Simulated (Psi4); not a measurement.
H2Ga, doublet, at a GFN2-xTB geometry (such geometries of metal compounds can be far from the true shape) (the spin is typed, not shown lowest); WB97X/6-31G** run with Psi4.

The Psi4 input:
```
memory 2 GB

molecule {
0 2
Ga    0.05144791    0.01309187    0.03530349
H    -0.52007380   -1.67523193   -0.40542734
H    -1.07481131    1.26938408   -0.68898100
}

set {
  basis 6-31g**
  reference uks
  scf_type pk
  puream true
  d_convergence 1e-8
  dft_radial_points 99
  dft_spherical_points 590
}

energy('wb97x')
print_variables()
```

Task: Predict the main parts of the log of this Psi4 run.

Result: 
```
   => Loading Basis Set <=

    Name: 6-31G**
    Role: ORBITAL
    Keyword: BASIS

         ---------------------------------------------------------
                                   SCF
               by Justin Turney, Rob Parrish, Andy Simmonett
                          and Daniel G. A. Smith
                              UKS Reference
         ---------------------------------------------------------

  ==> Geometry <==

    Molecular point group: cs
    Full point group: Cs

    Geometry (in Angstrom), charge = 0, multiplicity = 2:

       Center              X                  Y                   Z               Mass
    ------------   -----------------  -----------------  -----------------  -----------------
         GA           0.029251531544     0.006139729168     0.000000000000    68.925573500000
         H           -0.691128391649    -1.682756581865     0.000000000000     1.007825032230
         H           -1.309396027750     1.262857948178     0.000000000000     1.007825032230

  Running in cs symmetry.

  Rotational constants: A =      7.77878  B =      3.69289  C =      2.50410 [cm^-1]
  Rotational constants: A = 233202.08162  B = 110709.93518  C =  75070.90790 [MHz]
  Nuclear repulsion =   18.044518301072884

  Charge       = 0
  Multiplicity = 2
  Electrons    = 33
  Nalpha       = 17
  Nbeta        = 16

  ==> Algorithm <==

  SCF Algorithm Type is PK.
  DIIS enabled.
  MOM disabled.
  Fractional occupation disabled.
  Guess Type is SAD.
  Energy threshold   = 1.00e-06
  Density threshold  = 1.00e-08
  Integral threshold = 1.00e-12

  ==> Primary Basis <==

  Basis Set: 6-31G**
    Blend: 6-31G**
    Number of shells: 18
    Number of basis functions: 42
    Number of Cartesian functions: 45
    Spherical Harmonics?: true
    Max angular momentum: 2

  ==> DFT Potential <==

   => LibXC <=

    Version 7.1.2
    S. Lehtola, C. Steigemann, M. J. T. Oliveira, and M. A. L. Marques,  SoftwareX 7, 1–5 (2018) (10.1016/j.softx.2017.11.002)

   => Composite Functional: WB97X <=

    wB97X Hyb-GGA Exchange-Correlation Functional

    J.-D. Chai and M. Head-Gordon,  J. Chem. Phys. 128, 084106 (2008) (10.1063/1.2834918)

    Deriv               =              1
    GGA                 =           TRUE
    Meta                =          FALSE

    Exchange Hybrid     =           TRUE
    MP2 Hybrid          =          FALSE

   => Exchange-Correlation Functionals <=

    1.0000   wB97X range-separated functional

   => Exact (HF) Exchange <=

    0.8423            HF,LR [omega = 0.3000]
    0.1577               HF

   => LibXC Density Thresholds  <==

    XC_HYB_GGA_XC_WB97X:  1.00E-14

   => Molecular Quadrature <=

    Radial Scheme          =       TREUTLER
    Pruning Scheme         =           NONE
    Nuclear Scheme         =       TREUTLER

    Blocking Scheme        =         OCTREE
    BS radius alpha        =              1
    Pruning alpha          =              1
    Radial Points          =             99
    Spherical Points       =            590
    Total Points           =         168584
    Total Blocks           =           1300
    Max Points             =            256
    Max Functions          =             42
    Weights Tolerance      =       1.00E-15

  ==> Integral Setup <==

  Using in-core PK algorithm.
   Calculation information:
      Number of atoms:                   3
      Number of AO shells:              18
      Number of primitives:             53
      Number of atomic orbitals:        45
      Number of basis functions:        42

      Integral cutoff                 1.00e-12
      Number of threads:                 1

  Performing in-core PK
  Using 1224468 doubles for integral storage.
  We computed 14703 shell quartets total.
  Whereas there are 14706 unique shell quartets.

  Computing range-separated integrals for PK
  We computed 14703 wK shell quartets total.
  Whereas there are 14706 wK unique shell quartets.

  ==> DiskJK: Disk-Based J/K Matrices <==

    J tasked:                  Yes
    K tasked:                  Yes
    wK tasked:                 Yes
    Omega:               3.000E-01
    Schwarz Cutoff:          1E-12

  Minimum eigenvalue in the overlap matrix is 8.7148098290E-02.
  Reciprocal condition number of the overlap matrix is 2.9059167337E-02.
    Using symmetric orthogonalization.

  ==> Pre-Iterations <==

  SCF Guess: Superposition of Atomic Densities via on-the-fly atomic UHF (no occupation information).

   -------------------------
    Irrep   Nso     Nmo
   -------------------------
     A'        30      30
     A"        12      12
   -------------------------
    Total      42      42
   -------------------------

  ==> Iterations <==

                        Total Energy        Delta E     RMS |[F,P]|

   @UKS iter SAD: -1921.59162984876889   -1.92159e+03   0.00000e+00
   @UKS iter   1: -1923.94174678460399   -2.35012e+00   8.82127e-02 DIIS/ADIIS
   @UKS iter   2: -1907.17947053993294    1.67623e+01   2.56517e-01 ADIIS
   @UKS iter   3: -1925.00535280453914   -1.78259e+01   6.58120e-02 DIIS/ADIIS
   @UKS iter   4: -1925.69556191798847   -6.90209e-01   1.40588e-02 DIIS/ADIIS
   @UKS iter   5: -1925.72906310837629   -3.35012e-02   1.81758e-03 DIIS/ADIIS
   @UKS iter   6: -1925.72982356298826   -7.60455e-04   1.86591e-04 DIIS/ADIIS
   @UKS iter   7: -1925.72990553093564   -8.19679e-05   6.93517e-05 DIIS
   @UKS iter   8: -1925.72992598531096   -2.04544e-05   1.30202e-05 DIIS
   @UKS iter   9: -1925.72992649083153   -5.05521e-07   1.68685e-06 DIIS
   @UKS iter  10: -1925.72992650014771   -9.31618e-09   3.81145e-07 DIIS
   @UKS iter  11: -1925.72992650074525   -5.97538e-10   5.90826e-08 DIIS
   @UKS iter  12: -1925.72992650075889   -1.36424e-11   1.29694e-08 DIIS
   @UKS iter  13: -1925.72992650075980   -9.09495e-13   1.84490e-09 DIIS
  Energy and wave function converged.

  ==> Post-Iterations <==

   Electrons on quadrature grid:
      Nalpha   =   16.9999999236 ; deviation = -7.641e-08
      Nbeta    =   15.9999999482 ; deviation = -5.184e-08
      Ntotal   =   32.9999998717 ; deviation = -1.283e-07

   @Spin Contamination Metric:   9.441866441E-03
   @S^2 Expected:                7.500000000E-01
   @S^2 Observed:                7.594418664E-01
   @S   Expected:                5.000000000E-01
   @S   Observed:                5.000000000E-01

    Orbital Energies [Eh]
    ---------------------

    Alpha Occupied:

       1Ap  -372.397160     2Ap   -45.993842     1App  -40.751198
       3Ap   -40.749371     4Ap   -40.748203     5Ap    -5.637170
       2App   -3.926929     6Ap    -3.920198     7Ap    -3.916453
       8Ap    -0.963714     3App   -0.962031     4App   -0.958993
       9Ap    -0.955575    10Ap    -0.953610    11Ap    -0.534087
      12Ap    -0.390700    13Ap    -0.300804

    Alpha Virtual:

       5App   -0.003733    14Ap     0.108273    15Ap     0.119411
      16Ap     0.159529    17Ap     0.212085    18Ap     0.213667
       6App    0.215939    19Ap     0.490948     7App    0.496211
       8App    0.499188    20Ap     0.599571    21Ap     0.641424
      22Ap     1.043899    23Ap     1.063110    24Ap     2.160440
       9App    2.193841    10App    2.198861    25Ap     2.238241
      26Ap     2.438169    27Ap     2.583456    11App    2.936462
      28Ap     2.944602    12App    2.956424    29Ap     3.002111
      30Ap     3.069978

    Beta Occupied:

       1Ap  -372.396414     2Ap   -45.993319     1App  -40.750880
       3Ap   -40.748291     4Ap   -40.747817     5Ap    -5.635720
       2App   -3.925725     6Ap    -3.917836     7Ap    -3.916123
       8Ap    -0.961632     3App   -0.959555     4App   -0.958178
       9Ap    -0.953195    10Ap    -0.951807    11Ap    -0.506695
      12Ap    -0.359147

    Beta Virtual:

      13Ap    -0.064315     5App   -0.003612    14Ap     0.119485
      15Ap     0.133370    16Ap     0.163632    17Ap     0.223080
       6App    0.226600    18Ap     0.242931    19Ap     0.495562
       7App    0.496939     8App    0.497226    20Ap     0.599126
      21Ap     0.647548    22Ap     1.067805    23Ap     1.086276
      24Ap     2.193903     9App    2.226341    10App    2.230970
      25Ap     2.269960    26Ap     2.466988    27Ap     2.610698
      11App    2.938786    28Ap     2.946833    12App    2.958917
      29Ap     3.003824    30Ap     3.073580

    Final Occupation by Irrep:
             Ap   App
    DOCC [    12,    4 ]
    SOCC [     1,    0 ]
    NA   [    13,    4 ]
    NB   [    12,    4 ]

  @UKS Final Energy: -1925.72992650075980

   => Energetics <=

    Nuclear Repulsion Energy =             18.0445183010728840
    One-Electron Energy =               -2719.2675446020766685
    Two-Electron Energy =                 834.9872741003272267
    DFT Exchange-Correlation Energy =     -59.4941743000833654
    Empirical Dispersion Energy =           0.0000000000000000
    VV10 Nonlocal Energy =                  0.0000000000000000
    Total Energy =                      -1925.7299265007598024

  UHF NO Occupations:
  HONO-2 :   11 Ap 1.9985307
  HONO-1 :   12 Ap 1.9967637
  HONO-0 :   13 Ap 1.0000000
  LUNO+0 :   14 Ap 0.0032363
  LUNO+1 :   15 Ap 0.0014693
  LUNO+2 :    5App 0.0000136
  LUNO+3 :   16 Ap 0.0000053

Computation Completed

Properties will be evaluated at   0.000000,   0.000000,   0.000000 [a0]

Properties computed using the SCF density matrix

 Multipole Moments:

 ------------------------------------------------------------------------------------
     Multipole            Electronic (a.u.)      Nuclear  (a.u.)        Total (a.u.)
 ------------------------------------------------------------------------------------

 L = 1.  Multiply by 2.5417464519 to convert [e a0] to [Debye]
 Dipole X            :          2.3920544           -2.0668444            0.3252100
 Dipole Y            :          0.5020785           -0.4338188            0.0682597
 Dipole Z            :          0.0000000            0.0000000            0.0000000
 Magnitude           :                                                    0.3322965

 ------------------------------------------------------------------------------------

  Variable Map:
  ----------------------------------------------------------------------------
  "CURRENT ENERGY"              =>   -1925.729926500760
  "CURRENT REFERENCE ENERGY"    =>   -1925.729926500760
  "DD SOLVATION ENERGY"         =>       0.000000000000
  "DFT FUNCTIONAL TOTAL ENERGY" =>   -1925.729926500760
  "DFT TOTAL ENERGY"            =>   -1925.729926500760
  "DFT VV10 ENERGY"             =>       0.000000000000
  "DFT XC ENERGY"               =>     -59.494174300083
  "GRID ELECTRONS ALPHA"        =>      16.999999923587
  "GRID ELECTRONS BETA"         =>      15.999999948158
  "GRID ELECTRONS TOTAL"        =>      32.999999871745
  "NUCLEAR REPULSION ENERGY"    =>      18.044518301073
  "ONE-ELECTRON ENERGY"         =>   -2719.267544602077
  "PCM POLARIZATION ENERGY"     =>       0.000000000000
  "PE ENERGY"                   =>       0.000000000000
  "SCF ITERATION ENERGY"        =>   -1925.729926500760
  "SCF ITERATIONS"              =>      13.000000000000
  "SCF TOTAL ENERGY"            =>   -1925.729926500760
  "TWO-ELECTRON ENERGY"         =>     834.987274100327
  "XC GRID RADIAL POINTS"       =>      99.000000000000
  "XC GRID SPHERICAL POINTS"    =>     590.000000000000
  "XC GRID TOTAL POINTS"        =>  168584.000000000000

  Array Variable Map:
  ----------------------------------------------------------------------------
  "CURRENT DIPOLE"              =>       0.325210037129 ... 0.000000000000 1 by 3
  "SCF DIPOLE"                  =>       0.325210037129 ... 0.000000000000 1 by 3
  "SCF TOTAL ENERGIES"          =>   -1921.591629848769 ... -1925.729926500760 1 by 14
```
